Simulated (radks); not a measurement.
Question: All-electron atom: Sb27+ in [Ar] 3d6 (the NIST ground configuration). Calculated with a radial shooting solver on a logarithmic mesh with Libxc functionals: Dirac Kohn-Sham, relativistic LDA (MacDonald-Vosko exchange, VWN5 correlation), spin-unpolarised, spherical densities, finite nucleus; open shells fill j = l - 1/2 first; Fermi nuclear charge, rms radius 4.6802 fm. Some entries of the table are withheld. Estimate them.

orbital  occ.  eigenvalue (eV)  r(max) (bohr)  <r> (bohr)
1s1/2       2        -31199.22        0.01842     0.02853
2s1/2       2        -5656.396         0.1040      0.1221
2p1/2       2        -5373.786        0.07985      0.1030
2p3/2       4        -5122.461        0.08442      0.1084
3s1/2       2        -1848.055         0.2928      0.3161
3p1/2       2        -1735.647         0.2777      0.3038
3p3/2       4        -1683.060         0.2871      0.3134
3d3/2       4              (1)            (2)      0.2788
3d5/2       2              (3)            (4)      0.2817

Answer: 
(1) 3d3/2 eigenvalue (eV): -1493.312
(2) 3d3/2 r(max) (bohr): 0.2296
(3) 3d5/2 eigenvalue (eV): -1481.678
(4) 3d5/2 r(max) (bohr): 0.2322
